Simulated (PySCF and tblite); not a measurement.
Results of a calculation; reference values are marked as such.
System: C₅H₈ClF₃, numbered as in [CH3:1][C@@H:2]([CH2:3][CH2:4][F:5])[C:6]([F:7])([F:8])[Cl:9].

The path came from a restrained scan, a climbing-image band and a saddle search at GFN2-xTB; energies are PBE0/pcSseg-1 + D3(BJ)//GFN2-xTB, thermal terms GFN2-xTB. Rate constants are transition-state-theory values, counting equivalent paths, without tunnelling. Programs: tblite and PySCF.

Estimate the barrier and the room-temperature rate of the rotation about the C2–C6 bond (torsion C1–C2–C6–F7 from 176° to 54°, falling).

The electronic barrier is 6.9 kcal/mol and ΔG‡(298 K) 7.8 kcal/mol, over a C1 saddle with an imaginary mode of 58i cm⁻¹ (GFN2-xTB). With 1 equivalent path, k is 1.3×10⁷ s⁻¹, a mean lifetime of the start of 78 ns against this motion. The end lies 0.7 kcal/mol above the start in free energy.
